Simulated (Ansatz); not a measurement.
Reaction (cleavage of the Si–Si bond): `C[SiH2][SiH](C)Cl` + `N[SiH](O)O` → `C[SiH2]N[SiH](O)O` + `C[SiH2]Cl`

Program: Ansatz. Geometries: PBE0-D4/def2-TZVP. ΔE: electronic, gas phase. CBS: MP2 limit from def2 TZ/QZ plus the TZ coupled-cluster correction, frozen cores. This one scheme is used for every species. Functionals use def2-TZVPP. Each species was taken in one conformer, which may not be the lowest.

CCSD(T)/CBS gives -14.6 kcal/mol.

Problem. Another level gave -11.6 kcal/mol. Which?
A. PBE0/def2-TZVPP
B. ωB97M-V/def2-TZVPP
C. PBE-D4/def2-TZVPP
D. r2SCAN/def2-TZVPP

Solution. A. PBE0 -11.6, r2SCAN -13.3, ωB97M-V -15.4, PBE-D4 -9.5 kcal/mol.

Largest T1 diagnostic among the species: 0.011.

From PBE to PBE0 (25 % exact exchange), in def2-TZVPP and without D4, ΔE moves by −1.8 kcal/mol. In def2-TZVPP, CCSD(T) changes the Hartree–Fock value by +4.2 kcal/mol (the triples alone add +0.6 kcal/mol) and MP2 by +3.0 kcal/mol.
